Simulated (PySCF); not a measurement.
# Calculated NMR data

How the numbers were obtained: PBE0/pcSseg-1 with gauge-including orbitals, GFN2-xTB geometry, in PySCF (gas phase, single conformer, non-relativistic, averaged over atoms made equivalent by symmetry, fast rotation or ring inversion).

δ = σ(ref) − σ, references computed at the same level: ¹H (σ = 31.72 ppm), ¹³C (σ = 186.93 ppm) vs TMS. Splittings of carbon signals by F and P are missing where no couplings were computed. Where no couplings were computed, multiplicities follow the n + 1 count of equivalent neighbours, and m marks all less simple cases (inequivalent or close neighbours, rings, F or P nearby). Shifts are as computed. Against solution values, carbons near 30 ppm lie about +3 ppm off and those near 130 ppm about +5 ppm (rms about the fit 2.1 ppm; single classes can miss by 10 ppm). Of 1328 compounds with measured shifts, 309 miss one by over three times the rms of a fit or turn the order of signals round; such compounds aren't used in these exercises. Signals without a measured value on file couldn't be tested in this way; 1H shifts scatter by 0.2 ppm about their fit, and single ones miss by 0.5 ppm.

Compound 1 (C₅H₈Si). ¹H NMR (600 MHz, computed): δ 7.17 (m, 1H), 6.87 (d, 1H), 6.00 (m, 1H), 4.51 (m, 2H), 2.27 (s, 3H). ¹³C{¹H} NMR (computed): δ 157.4 (CH), 152.1 (C), 149.7 (CH), 131.0 (CH), 23.2 (CH3). Structure: SMILES C1(C)=CC=C[SiH2]1.

Compound 2 (C₅H₁₁F). ¹H NMR (600 MHz, computed): δ 1.51 (m, 2H), 1.33 (m, 6H), 1.13 (t, 3H). ¹³C{¹H} NMR (computed): δ 95.5, 38.0, 28.7, 9.8. Structure: 2-fluoro-2-methylbutane.

Compound 3 (C₇H₅N₃). ¹H NMR (600 MHz, computed): δ 6.26 (br s, 1H), 5.92 (br s, 1H), 2.35 (s, 3H). ¹³C{¹H} NMR (computed): δ 141.2, 129.2, 114.2, 31.0, 21.4. Structure: `C=C(C)C(C#N)(C#N)C#N`.
